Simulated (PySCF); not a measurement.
BFH, SMILES [BH]F, multiplicity 2.

Geometry optimised at PBE0-D3(BJ)/def2-TZVPD. The isomer is the one that the SMILES or the coordinates give; other isomers of the formula were not compared.

Computed with ωB97X/def2-TZVPD (PySCF).

The molecule is in vacuum.

```yaml
total_energy: -125.27393 hartree
point_group: Cs
"α spin, highest occupied and lowest empty level": -8.54 and 0.90 eV
"β spin, highest occupied and lowest empty level": -14.20 and 0.07 eV
dipole_moment: 0.64 D
quadrupole, principal values (traceless, Buckingham form, about the centre of nuclear charge): -2.22, 0.19, 2.03 D·Å
mean_static_polarisability: 19.5 bohr³ (2.89 Å³)
polarisability_principal_values: 18.6, 19.4, 20.5 bohr³
"⟨S²⟩": 0.752 (pure state 0.75)
```
